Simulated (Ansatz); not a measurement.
Coupled-cluster diagnostics for the cluster B2As3⁻ (the lowest singlet isomer of a short search), Ansatz.

Geometry of the singlet (PBE-D4/def2-SVPD):

```csv
atom,x (Å),y (Å),z (Å)
B1,-0.592,0.059,0.334
B2,0.536,-0.812,-0.716
As3,1.614,0.483,0.290
As4,-0.397,1.963,0.602
As5,-1.160,-1.692,-0.510
```

Correlated methods freeze 29 core orbitals; core or outer-core shells of As are correlated, in sets that lack core-valence functions. The structure comes from a short search, and lower isomers may exist.

(1) Estimate the CCSD(T) correlation energy, the shares of MP2 and (T), T1 and the reference's ⟨S²⟩ for: charge -1, singlet, own geometry in def2-SVPD; and the rough time on 4 threads of Arm Neoverse N1 on a shared host.

Results:

(1) 
```tsv
state	basis	correlation (eV)	MP2 share (%)	(T) share (%)	T1	⟨S²⟩ (pure)	wall time	remarks
charge -1, singlet, own geometry	def2-SVPD	-25.365	96.5	5.4	0.020	0.00 (0.00)	97 s	large T1, restricted SCF unstable
```
Customary marks for T1 are 0.02 (closed shells), 0.045 (open shells) and about 0.05 (3d metals). T1 exceeds 0.02 in 1 of 1 rows and 0.045 in 0; the higher it lies, the less the single-reference result can be trusted.
